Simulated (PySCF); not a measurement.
## Working out the ionisation energy of Zn(18+)

Zn(18+) [Ne] 3s2 (1S) → Zn(19+) [Ne] 3s1 (2S). Calculation: PySCF 2.14, in an even-tempered Gaussian basis (16 s from 1.7 bohr⁻², ratio 2.5; 11 p from 2.2 bohr⁻², ratio 2.5; 5 d from 8.7 bohr⁻², ratio 2.7; 4 f from 13 bohr⁻², ratio 2.7); the non-relativistic Hamiltonian (point nucleus). Frozen: 1s2; the 20 highest virtual orbitals dropped. Energies in hartree (1 hartree = 27.21139 eV):

| part | Zn(18+) (lower) | Zn(19+) (upper) |
| --- | --- | --- |
| UHF | -1604.547584 | -1579.333821 |
| MP2 opposite-spin | -0.313172 | -0.227556 |
| MP2 same-spin | -0.093180 | -0.083793 |

Question: What does Hartree-Fock give?

Answer: (-1579.333821) − (-1604.547584) = 25.213763 hartree = 686.101 eV.

Question: What do MP2 and SCS-MP2 (6/5 opposite-spin, 1/3 same-spin) give?

Answer: The opposite-spin parts differ by 2.330 eV and the same-spin parts by 0.255 eV. MP2: 686.101 + (2.330) + (0.255) = 688.686 eV. SCS-MP2: 686.101 + 1.2 × (2.330) + (0.255)/3 = 688.982 eV.

A first-order spin-orbit estimate adds 0.000 eV to MP2 (outer shells), giving 688.686 eV against 697.5 ± 0.7 eV (semi-empirical (NIST evaluation); NIST Atomic Spectra Database, ionization energies).

The calculation is non-relativistic.

What remains against the reference includes basis incompleteness, the frozen core and correlation beyond second order.
